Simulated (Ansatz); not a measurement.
`[OH][Sn]([F])([F])[F]`, relaxed with RKS PBE-D4/def2-SVP in Ansatz from a rough embedded geometry. The force threshold is 0.03 eV/Å; the program also tests the step.

Charge 0, multiplicity 1. Sn: def2 effective core potential.

Start:

```xyz
6

O     1.531   -0.087    0.431
Sn   -0.355    0.179    0.034
F    -0.605    0.626   -1.867
F    -1.063    1.588    1.164
F    -1.342   -1.444    0.457
H     1.834   -0.863   -0.218
```

Task: By how much does the energy fall, and how many steps does the optimiser take? (An estimate is asked.)

Result: Ansatz gave: 3.65 kcal/mol, in 4 steps.

Task: Which bonds change most? (Estimate.)

Result: The calculation gave: O1–H6 from 1.056 to 0.981 Å; O1–Sn2 from 1.945 to 1.977 Å; Sn2–F3 from 1.968 to 1.938 Å; Sn2–F4 from 1.940 to 1.929 Å.

Task: Give the relaxed structure. (An estimate is asked.)

Result: Ansatz gave: 
```xyz
6

O     1.565   -0.107    0.420
Sn   -0.357    0.154    0.033
F    -0.684    0.607   -1.823
F    -1.020    1.590    1.138
F    -1.414   -1.429    0.398
H     1.909   -0.815   -0.165
```
